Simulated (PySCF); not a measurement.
CAM-B3LYP on Mo- (molybdenum, charge -1), [Kr] 4d5 5s2, high-spin 6S determinant. All numbers are calculated (PySCF 2.14, a scalar-relativistic core potential, in aug-cc-pwCVDZ-PP with ECP28MDF (6s6p5d3f, 70 functions)).

```
cycle= 1 E= -67.8424903584372  delta_E= -0.0145  |g|= 0.0222  |ddm|= 0.935
cycle= 2 E= -67.8453820186248  delta_E= -0.00289  |g|= 0.012  |ddm|= 0.354
cycle= 3 E= -67.8464291651653  delta_E= -0.00105  |g|= 0.00713  |ddm|= 0.232
cycle= 4 E= -67.8465917468135  delta_E= -0.000163  |g|= 0.00242  |ddm|= 0.0632
cycle= 5 E= -67.8466519093553  delta_E= -6.02e-05  |g|= 0.000731  |ddm|= 0.0619
cycle= 6 E= -67.8466533142245  delta_E= -1.4e-06  |g|= 0.000148  |ddm|= 0.00726
cycle= 7 E= -67.8466533857293  delta_E= -7.15e-08  |g|= 1.56e-05  |ddm|= 0.00103
cycle= 8 E= -67.8466533873075  delta_E= -1.58e-09  |g|= 1.21e-06  |ddm|= 0.00024
cycle= 9 E= -67.846653387316  delta_E= -8.58e-12  |g|= 1.34e-07  |ddm|= 2.41e-05
converged SCF energy = -67.846653387316  <S^2> = 8.8084846  2S+1 = 6.0194633
```

Highest occupied orbital energy: 0.004 eV; ⟨L²⟩ = 0.00; populations by l: s 4.00, p 6.00, d 5.00, f 0.00.

**Question.** Can this result be used?

**Answer.** With care. Self-consistency was reached. Energies and moments cover only the electrons outside the core potential. At CAM-B3LYP the highest occupied level has a positive energy, so only the finite basis holds that electron.
